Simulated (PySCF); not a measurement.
Input for PySCF: R-B3LYP/3-21G on H5NOSn (SMILES [NH2][SnH2][OH]), a point of a torsion scan.

```python
from pyscf import gto, scf, dft, mp
from pyscf.data.elements import chemcore

mol = gto.M(
    atom='''
    N     1.41576723   -0.41683500    0.18270304
    Sn   -0.31099512    0.57963627    0.08904753
    O    -1.51796705   -0.80118608   -0.55513224
    H     1.45560803   -1.18032794   -0.48021599
    H     2.26043255    0.12648194    0.07020630
    H    -0.44592196    1.85214222   -1.00143845
    H    -0.73579499    1.04259119    1.63672831
    H    -2.26179550   -1.03345276   -0.00518242
    ''',
    basis='3-21g',
    charge=0, spin=0, verbose=3, max_memory=1800)
mf = dft.RKS(mol, xc='b3lyp')
mf.conv_tol = 1e-8
mf.max_cycle = 100
mf.kernel()
if not mf.converged:
    mf = mf.newton().run(mf.mo_coeff, mf.mo_occ)
```

Task: What total energy does the run end on?

Result: -6131.0813 hartree.
